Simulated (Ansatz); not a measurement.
Basis sets compared for Au₃I₂. The state is a doublet with charge 0. Geometry PBE-D4/def2-SVP. Ansatz on 4 threads of Intel Xeon on a shared host; times are rough, and most runs start from earlier orbitals.

```xyz
5

Au    0.445   -0.700   -2.385
Au    0.424    1.194   -0.551
Au   -0.331   -1.339    0.052
I     0.625    3.425    0.729
I    -1.164   -2.580    2.155
```

In the def2 sets Au, I take a core potential; there is no spin–orbit coupling. At PBE-D4/def2-SVP, PBE-D4/def2-TZVP the gap within one spin of the charge 0 doublet nearly closes, so an electron or hole may be smeared out by delocalisation error. No other spin state of charge 0 was run. Another isomer (doublet) lies 0.59 eV lower at PBE0-D4/def2-TZVP; other spin states weren't run for this one.

Binding counts from free atoms (Au doublet, I doublet) in the same basis, without a counterpoise term.

| level | functions | energy (Eh) | HOMO (eV) | LUMO (eV) | binding per atom (eV) | wall time |
| --- | --- | --- | --- | --- | --- | --- |
| PBE-D4/def2-SVP | 148 | -1002.8469 | -6.27 | -6.17 | 1.72 | 3.6 s |
| PBE0-D4/def2-SVP | 148 | -1002.7385 | -7.15 | -5.95 | 1.52 | 7.5 s |

Q: Estimate the rows for PBE-D4/def2-TZVP (with forces), PBE0-D4/def2-TZVP.

A: 
```
                         level  functions  energy (Eh)  HOMO (eV)  LUMO (eV)  binding per atom (eV)  wall time
PBE-D4/def2-TZVP (with forces)        220   -1002.8950      -6.32      -6.17                   1.77      6.5 s
             PBE0-D4/def2-TZVP        220   -1002.7853      -7.15      -5.91                   1.59       13 s
```
